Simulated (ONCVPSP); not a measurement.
**cerium (Ce), ONCV: configuration errors across variants**

cerium, optimised norm-conserving Vanderbilt (ONCV), made with ONCVPSP 4.0.1 (revPBE, scalar-relativistic). Core [Kr] 4d10, reference 4f1 5s2 5p6 5d1 6s1 (charge +1). Waves: 5s+6s: rc 2.25 bohr, ncon 4, nbas 9, qcut 5.1 1/bohr, 2 projectors; 5p: rc 2.70 bohr, ncon 4, nbas 8, qcut 4.1 1/bohr, 3 projectors, debl 3.8 Ha; 5d: rc 3.25 bohr, ncon 3, nbas 8, qcut 3.8 1/bohr, 2 projectors, debl 0.6 Ha; 4f: rc 0.85 bohr, ncon 3, nbas 8, qcut 14.7 1/bohr, 1 projector. Local part: polynomial inside 0.80 bohr (lpopt 4, dvloc0 3 Ha). Core correction: polynomial model core, fcfact 0.4.

All-electron excitation energies from the reference (eV): (1) 4f1 5s2 5p6 5d1 6s2 -6.000; (2) 4f1 5s2 5p6 5d1 6s0 10.951; (3) 4f1 5s2 5p6 5d0 6s0 30.069; (4) 4f1 5s2 5p6 5d2 6s0 0.117.

1 further variants failed, have other tests or too few solved ones, and are left out.

A true bound ghost makes a file unfit for plane-wave use even where its test errors are small: the radial tests pick states by their node count and pass the ghost by.

Errors AE − PS in meV (a dash: test not solved or not reliable):

```csv
change,(1),(2),(3),(4),bound ghosts,GHOST(+) flags above zero
base,+0.7,-3.5,+21,-0.5,"s, d",p
d: qcut 4.3,+0.8,-2.9,+7.8,-5.7,s,p
d: qcut 3.9,+0.7,-3.3,+18,-1.8,"s, d",p
"core correction polynomial model core, fcfact 1.1",+0.7,-3.5,+21,-0.5,"s, d",p
f: nbas 7,+0.7,-3.5,+21,-0.5,"s, d",p
p: rc 4,-0.9,-11,-4.6,-3.7,"s, d",p
p: rc 2.12,+0.6,-3.9,+18,-1.0,"s, d",p
"local potential polynomial inside 0.80 bohr (lpopt 5, dvloc0 -1 Ha)",+0.7,-3.4,+23,-0.1,"s, d, p",s
```

Task: Give the same row for: core correction none.

Result: +0.8, -3.2, +22, -0.4; bound ghosts: s, d; GHOST(+) flags above zero: p.
